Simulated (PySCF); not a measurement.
# Broadened absorption spectrum of C3H11NOSi2

C3H11NOSi2.
Cartesian coordinates in Å at the GFN2-xTB level; atoms count from 1:
```xyz
18
C3H11NOSi2 angstrom
N     -2.960    0.560   -0.060
C     -1.989   -0.501   -0.336
Si    -0.416   -0.397    0.746
C      1.139   -1.283    0.085
C      1.973   -0.249   -0.690
Si     1.605    1.472    0.048
O      0.126    1.154    0.681
H     -3.251    0.513    0.912
H     -2.508    1.461   -0.185
H     -2.500   -1.454   -0.189
H     -1.746   -0.436   -1.400
H     -0.703   -0.634    2.163
H      0.934   -2.156   -0.533
H      1.716   -1.639    0.939
H      1.665   -0.257   -1.738
H      3.029   -0.519   -0.680
H      2.477    1.840    1.159
H      1.400    2.528   -0.936
```

Theory: TDDFT CAM-B3LYP/def2-SVPD, vertical, gas phase, core orbitals frozen in the response in PySCF 2.14.0, density-fitted response routines.

Each state is given a Gaussian of 0.4 eV full width at half maximum, with ε(max) = 2.175×10⁸ f / Δν̃ (Δν̃ the width in cm⁻¹). The width is an assumption, not a result. The curve ends short of the highest state used, and states not computed would add to its high-energy end.

(E (eV), ε (L mol⁻¹ cm⁻¹)): (5.22, 3), (5.30, 12), (5.38, 45), (5.46, 136), (5.54, 328), (5.62, 634), (5.70, 982), (5.78, 1221), (5.86, 1232), (5.94, 1050), (6.02, 866), (6.10, 884), (6.18, 1155), (6.25, 1480), (6.33, 1720), (6.41, 1643), (6.49, 1280), (6.57, 824), (6.65, 470), (6.73, 321), (6.81, 413), (6.89, 755), (6.97, 1307), (7.05, 1926)

(1) Where are the band maxima, and which computed states make them?

(2) On this curve, what absorbance would a 10⁻⁵ mol/L sample give at 222 nm over a 1 cm path?

(3) Coming from long wavelengths, where does ε first pass 100 L mol⁻¹ cm⁻¹?

Results:

(1) 213 nm (5.82 eV), ε about 1300, made up of S1 (99%); 195 nm (6.35 eV), ε about 1700, made up of S2 (97%) (ε in L mol⁻¹ cm⁻¹; maxima over ε = 5, shares over 10%). At its high-energy end, 7.05 eV, the curve is still rising (ε about 1900, from S4 and S5). The states used: S1 5.82 eV (f 0.018); S2 6.35 eV (f 0.025); S3 6.56 eV (f 0.0013); S4 7.08 eV (f 0.013); S5 7.21 eV (f 0.024); S6 7.46 eV (f 0.0046); S7 7.55 eV (f 0.020); S8 7.65 eV (f 0.0038).

(2) 222 nm is 5.585 eV, where ε is about 490 L mol⁻¹ cm⁻¹, so A = ε c l ≈ 0.0049 (Beer–Lambert, with the gas-phase spectrum and the assumed width).

(3) At about 228 nm (5.44 eV), 0.38 eV below S1.

One conformer stands for the species.
